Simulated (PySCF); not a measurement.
Excitations are Tamm–Dancoff values on a coarser integration grid. The basis has no diffuse functions, so Rydberg states are missing or too high.

## H3ClGe, SMILES `[Cl][GeH3]` (charge 0, multiplicity 1)

Level of theory: ωB97X-D3(BJ)/def2-TZVP // B3LYP-D3(BJ)/def2-TZVP in PySCF.

The HOMO is -11.26 eV, the dipole moment is 0.442 e·Å and the LUMO is 1.69 eV. The HOMO–LUMO gap is 12.95 eV and the S1 excitation (TDA) is 7.26 eV. The S1 oscillator strength is 0.014 and the T1 excitation (TDA) is 6.75 eV. The S1–T1 gap (TDA) comes out as 0.51 eV and the total energy is -2539.0185 Ha. The cost comes out as around 40 core-seconds (rough).

Bonds (Å): Cl1–Ge2 2.175, Ge2–H3 1.533, Ge2–H4 1.533, Ge2–H5 1.533. Angles (°): Cl1–Ge2–H3 107.0, Cl1–Ge2–H4 107.0, Cl1–Ge2–H5 107.0, H3–Ge2–H4 111.8, H3–Ge2–H5 111.8, H4–Ge2–H5 111.8.
Charge 0, spin multiplicity 1.
